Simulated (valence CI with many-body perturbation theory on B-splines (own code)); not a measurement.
Forbidden lines of Ne3+

Method: relativistic CI+MBPT: five valence electrons over a frozen Dirac-Fock core [He], radial functions for each j: 9 s, 9 p, 8 d, 6 f, 3 g, 1 h, with the one-electron correlation potential Σ1, the two-electron term Σ2, the three-electron term Σ3, Breit, model QED; selected CI, second order for the rest, scaled by the run's own slope (own B-spline code, finite nucleus).

Against 12 measured levels this calculation errs by 131 cm⁻¹ on average and by 211 at most. These come from a selection out of Moore, Atomic Energy Levels, vol. I, NSRDS-NBS 35 (1971 reprint of NBS Circular 467, 1949), an old analysis. Levels without a partner in it may be off by more. Among the levels kept, up to 1300 cm⁻¹ of a level comes from second order outside the variational space, and about a tenth of that is noise between levels of different J, which matters for small intervals.

Lines 1 to 12 of 12 in falling wavelength, among levels below 596493 cm⁻¹, chosen from the decays that carry over 1 % of a level's rate. Wavelengths and rates use the calculated energies. Electric multipoles are in the length gauge, E1 and E2 with the static RPA response of the core. Weak lines are less certain than strong ones. Lines between different terms over intervals too small for the method are left out, as are lines whose strength nearly cancels. Branching is blank where the lifetime is uncertain.

| λ vac (nm) | Upper | Lower | Type | A (s⁻¹) | Branch % |
| --- | --- | --- | --- | --- | --- |
| 471.2 | 2s2 2p3 2P°_1/2 | 2s2 2p3 2D°_3/2 | M1 | 2.20e-01 | 21.8 |
| 471.2 | 2s2 2p3 2P°_1/2 | 2s2 2p3 2D°_3/2 | E2 | 1.63e-01 | 16.1 |
| 471.0 | 2s2 2p3 2P°_3/2 | 2s2 2p3 2D°_3/2 | M1 | 3.53e-01 | 16.7 |
| 471.0 | 2s2 2p3 2P°_3/2 | 2s2 2p3 2D°_3/2 | E2 | 8.04e-02 | 3.8 |
| 470.1 | 2s2 2p3 2P°_1/2 | 2s2 2p3 2D°_5/2 | E2 | 1.09e-01 | 10.8 |
| 469.9 | 2s2 2p3 2P°_3/2 | 2s2 2p3 2D°_5/2 | M1 | 2.00e-01 | 9.5 |
| 469.9 | 2s2 2p3 2P°_3/2 | 2s2 2p3 2D°_5/2 | E2 | 1.91e-01 | 9.0 |
| 241.2 | 2s2 2p3 2D°_5/2 | 2s2 2p3 4S°_3/2 | E2 | 4.27e-04 |  |
| 240.9 | 2s2 2p3 2D°_3/2 | 2s2 2p3 4S°_3/2 | M1 | 5.31e-03 | 95.0 |
| 240.9 | 2s2 2p3 2D°_3/2 | 2s2 2p3 4S°_3/2 | E2 | 2.80e-04 | 5.0 |
| 159.4 | 2s2 2p3 2P°_1/2 | 2s2 2p3 4S°_3/2 | M1 | 5.18e-01 | 51.3 |
| 159.4 | 2s2 2p3 2P°_3/2 | 2s2 2p3 4S°_3/2 | M1 | 1.29e+00 | 61.0 |
